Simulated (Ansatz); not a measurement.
`N=CCS` and `N=CC[SiH2][SiH3]` differ in one atom or group.

Ansatz, PBE0-D4/def2-TZVP geometries, multiplicity 1. Each molecule was computed in one conformer, which needn't be the lowest.

| property | `N=CCS` |
| --- | --- |
| HOMO–LUMO gap (B3LYP/def2-TZVPP) / eV | 6.08 |
| size of the dipole moment (PBE/def2-TZVPP) / D | 2.33 |
| HOMO–LUMO gap (PBE0/def2-TZVPP) / eV | 6.56 |
| HOMO energy (ωB97M-V/def2-TZVPP) / eV | -9.31 |
| LUMO energy (B3LYP/def2-TZVPP) / eV | -0.76 |
| size of the dipole moment (ωB97M-V/def2-TZVPP) / D | 2.43 |

Q: What does the change do to each property? (Estimate.)

A: Ansatz gave: 
```csv
property,`N=CC[SiH2][SiH3]`,shift
HOMO–LUMO gap (B3LYP/def2-TZVPP) / eV,6.68,0.60
size of the dipole moment (PBE/def2-TZVPP) / D,2.28,-0.05
HOMO–LUMO gap (PBE0/def2-TZVPP) / eV,7.15,0.59
HOMO energy (ωB97M-V/def2-TZVPP) / eV,-10.01,-0.70
LUMO energy (B3LYP/def2-TZVPP) / eV,-0.69,0.07
size of the dipole moment (ωB97M-V/def2-TZVPP) / D,2.38,-0.05
```

Dipoles are sizes alone; their direction can turn.

B3LYP here is the variant with VWN-RPA as its local correlation; programs differ in this.
